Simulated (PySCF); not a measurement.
GeH2S, neutral, multiplicity 1. Atoms are numbered in the order given.

```xyz
4

Ge     0.0539     0.7538     0.0000
H     -1.5389     0.8280     0.0000
S     -0.0888    -1.4536     0.0000
H      1.2344    -1.6931     0.0000
```

Coordinates come from a PBE0-D3(BJ)/def2-TZVP optimisation.

All values below come from PBE0/def2-TZVPD (PySCF).

Gas-phase values at a fixed geometry.

Computed frontier levels, gap, dipole moment and polarisability:
```yaml
highest_occupied_level: -7.03 eV
lowest_empty_level: -2.60 eV
orbital_gap: 4.43 eV
dipole_moment: 0.94 D
quadrupole, principal values (traceless, Buckingham form, about the centre of nuclear charge): -4.27, 1.24, 3.03 D·Å
mean_static_polarisability: 58.9 bohr³ (8.73 Å³)
polarisability_principal_values: 45.3, 54.4, 77.0 bohr³
```
